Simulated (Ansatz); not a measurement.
C2H7GaSi can be A, `[SiH3][Ga]1[CH2][CH2]1`, or B, `[SiH3][CH]1[CH2][GaH]1`.

Calculated with Ansatz (gas phase, PBE0-D4/def2-TZVP geometries, no zero-point term in ΔE). CCSD(T)/CBS is the MP2 limit (def2-TZVPP, def2-QZVPP) plus CCSD(T) − MP2 in def2-TZVPP, frozen cores. DFT in def2-TZVPP. B3LYP here is the variant with VWN-RPA as its local correlation; programs differ in this. For Ga outer-core shells are correlated without core-valence functions, which leaves a few kJ/mol of doubt a bond. Scalar relativity is left out up to krypton.

Q: Which isomer does CCSD(T)/CBS put lower? Give the gap. (Best estimate.)

A: Ansatz gave: A, by 15.7 kJ/mol.

Q: Give E(B) − E(A) in kJ/mol with HF/def2-TZVPP, PBE0-D4, CCSD/def2-TZVPP, B3LYP-D4, MP2/def2-TZVPP, r2SCAN-D4, CCSD(T)/def2-TZVPP. (Best estimate.)

A: Computed: HF/def2-TZVPP 15.9, PBE0-D4 22.8, CCSD/def2-TZVPP 17.4, B3LYP-D4 21.0, MP2/def2-TZVPP 17.4, r2SCAN-D4 20.2, CCSD(T)/def2-TZVPP 17.8. None reverses the order clearly.

Largest T1 diagnostic: 0.017.

The D4 term adds −4.4 kJ/mol with B3LYP and −2.1 kJ/mol with PBE0; it sums over pairs of atoms, weighted by their polarisabilities, and B3LYP, whose exchange is more repulsive, gets the larger term.
